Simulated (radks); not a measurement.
The numbers below are computed, except where a source is named.
The nuclear charge of neutral xenon is varied continuously with 54 electrons held in [Xe]. Level of theory: Dirac Kohn-Sham, LDA (Slater exchange, Perdew-Wang correlation), spin-unpolarised, spherical densities, point nucleus (a radial shooting solver on a logarithmic mesh with Libxc functionals). By the Hellmann-Feynman theorem dE/dZ = E(electron-nucleus)/Z, the electronic potential at the nucleus.

| Z | E (hartree) | E(electron-nucleus)/Z (hartree) | HOMO | e(HOMO) (eV) | <r> HOMO (bohr) |
|---|---|---|---|---|---|
| 53.8 | -7377.43518 | -333.580 | 5p3/2 | -6.178 | 2.415 |
| 53.9 | -7410.83685 | -334.454 | 5p3/2 | -7.074 | 2.382 |
| 54 | -7444.32592 | -335.328 | 5p3/2 | -7.994 | 2.351 |
| 54.1 | -7477.9024 | -336.202 | 5p3/2 | -8.935 | 2.321 |
| 54.2 | -7511.5663 | -337.076 | 5p3/2 | -9.897 | 2.292 |
| 54.3 | -7545.3176 | -337.950 | 5p3/2 | -10.880 | 2.265 |
| 54.4 | -7579.1564 | -338.825 | 5p3/2 | -11.883 | 2.239 |
| 54.5 | -7613.0826 | -339.700 | 5p3/2 | -12.906 | 2.213 |
| 54.6 | -7647.0963 | -340.575 | 5p3/2 | -13.948 | 2.189 |
| 54.7 | -7681.1976 | -341.450 | 5p3/2 | -15.009 | 2.166 |
| 54.8 | -7715.3864 | -342.325 | 5p3/2 | -16.089 | 2.143 |
| 54.9 | -7749.6627 | -343.201 | 5p3/2 | -17.186 | 2.121 |
| 55 | -7784.0266 | -344.077 | 5p3/2 | -18.302 | 2.100 |

The central difference of E at Z = 54 is -335.328 hartree, to compare with the third column; the second derivative is -8.74 hartree.
